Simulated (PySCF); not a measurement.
**Frontier levels across methods**

Compound: H8NOPSi2.
Geometry (PBE0-D3(BJ)/def2-SVP, Å), atoms numbered from 1 in this order:
```
atom  x, y, z in Å
N1     0.108    1.330   -1.334
Si2    0.273    0.408    0.113
O3     0.433    1.272    1.541
Si4   -1.660   -0.863    0.423
P5     2.172   -0.780   -0.232
H6    -0.730    1.866   -1.528
H7     0.914    1.708   -1.821
H8     1.208    1.840    1.611
H9    -2.879    0.005    0.493
H10   -1.568   -1.664    1.683
H11   -1.825   -1.807   -0.726
H12    1.988   -1.622    0.906
H13    1.562   -1.691   -1.147
```

Basis pcSseg-1 throughout (PySCF), one geometry. One conformer (not necessarily the lowest) at the PBE0-D3(BJ)/def2-SVP geometry, without solvent, vibrations or thermal averaging.

Q: How do the orbital energies, the gap and the dipole change with the method?

A: 
```csv
method,kind,HOMO (eV),LUMO (eV),gap (eV),μ (D),SCF cycles
BLYP,GGA,-5.85,-0.63,5.22,1.99,15
B97-D,GGA,-6.00,-0.64,5.35,1.92,15
PBE,GGA,-6.02,-0.77,5.25,1.91,15
OPBE,GGA,-6.04,-0.65,5.39,1.82,15
KT2,GGA,-6.10,-0.86,5.24,1.81,15
KT3,GGA,-6.10,-0.80,5.30,1.82,16
LDA,LDA,-6.11,-0.93,5.18,1.92,15
BP86,GGA,-6.13,-0.83,5.31,1.92,15
B3LYP,global hybrid,-6.89,-0.16,6.74,1.95,13
PBE0,global hybrid,-7.12,0.02,7.15,1.87,13
mPW1PW91,global hybrid,-7.15,0.02,7.18,1.86,13
HF,Hartree–Fock,-9.59,3.15,12.73,1.97,10
```

The HOMO spans 3.74 eV, from BLYP down to HF, and the gap runs from 5.18 eV (LDA) to 12.73 eV (HF). Over the methods BLYP (0 %), B97-D (0 %), PBE (0 %), OPBE (0 %), KT2 (0 %), KT3 (0 %), LDA (0 %), BP86 (0 %), B3LYP (20 %), PBE0 (25 %), mPW1PW91 (25 %), HF (100 %), a straight line through the gap against the share of exact exchange rises by 0.75 eV for each 10 % (correlation coefficient 1.000). The dipole ranges from 1.81 D (KT2) to 1.99 D (BLYP). This basis has no diffuse functions.
